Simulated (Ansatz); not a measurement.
## Cost against result

Saddle point of CH7GeN, closed shell (CH₇GeN ([CH3][GeH2][NH2]) → GeNH₃ ([NH][GeH2]) + CH₄; bonds formed: C2–H4; bonds broken: Ge1–C2, N3–H4), PBE0-D4/def2-TZVP structure:

```
atom    x (Å)    y (Å)    z (Å)
 Ge1  -1.0315  -0.1146  -0.3625
  C2   1.1087   0.5053  -0.0556
  N3  -0.9520  -0.7920   1.2684
  H4   0.3724  -0.2488   0.7415
  H5  -0.9740  -0.9030  -1.6976
  H6  -1.5604   1.3112  -0.6432
  H7   1.1001   0.5975  -1.1515
  H8   1.9987  -0.0939   0.1595
  H9   1.1907   1.4964   0.3857
 H10  -1.2527  -1.7580   1.3556
```

Barriers are electronic and count from the start structure reached by relaxing down the imaginary mode.

Ansatz 0.2.0; basis: as named in each row; cores frozen in the correlated methods. Filled d shells of the heavier atoms are correlated. The def2 sets are not built for correlating such inner shells, so the correlated values are less sure here. B3LYP uses VWN-RPA correlation. Extrapolation: Hartree–Fock as exp(−7.88 √X), correlation as X^−2.97.

Times are rough, for one single point on 4 threads of a shared host (Arm Neoverse V1).

The estimate by CCSD(T) at an estimated basis limit (MP2 extrapolated from triple and quadruple zeta, plus CCSD(T) − MP2 in triple zeta) is 372.4 kJ/mol.

```
      method       basis  time (s)  barrier (kJ/mol)  method less estimate
          HF      STO-3G   under 1             701.5                 329.1
      PBE-D4      STO-3G   under 1             505.6                 133.2
       SPW92    def2-SVP   under 1             327.1                 -45.3
      PBE-D4    def2-SVP   under 1             337.6                 -34.8
    B3LYP-D4       6-31G   under 1             402.2                  29.8
       SPW92  def2-TZVPP   under 1             324.8                 -47.7
     PBE0-D4    def2-SVP         1             369.5                  -2.9
      PBE-D4  def2-TZVPP         1             334.8                 -37.6
     BLYP-D4  def2-TZVPP         1             343.9                 -28.5
    B3LYP-D4  def2-TZVPP         2             366.8                  -5.6
    BHLYP-D4  def2-TZVPP         2             398.1                  25.7
     PBE0-D4  def2-TZVPP         2             363.0                  -9.4
CAM-B3LYP-D4  def2-TZVPP         2             380.3                   7.9
   r2SCAN-D4  def2-TZVPP         3             355.1                 -17.4
  r2SCAN0-D4  def2-TZVPP         3             374.3                   1.9
     CCSD(T)    def2-SVP         3             394.8                  22.4
      B2PLYP  def2-TZVPP         4             371.4                  -1.0
    PBE-QIDH  def2-TZVPP         4             378.9                   6.5
  RPA on PBE  def2-TZVPP         4             372.6                   0.2
     wB97M-V    def2-SVP         4             381.6                   9.1
     wB97X-V  def2-TZVPP         6             382.0                   9.6
     wB97M-V  def2-TZVPP         6             374.7                   2.3
      B97M-V  def2-TZVPP         6             365.1                  -7.3
         MP2  def2-QZVPP        15             367.5                  -5.0
     CCSD(T)  def2-TZVPP        64             378.5                   6.1
```

All methods are single points on the PBE0-D4 structures.

The T1 diagnostic stays at or below 0.017. The restricted Hartree–Fock reference is unstable towards an unrestricted one at one or more of these structures.

Labels in which every atom is bracketed show which atoms are joined, not bond orders.
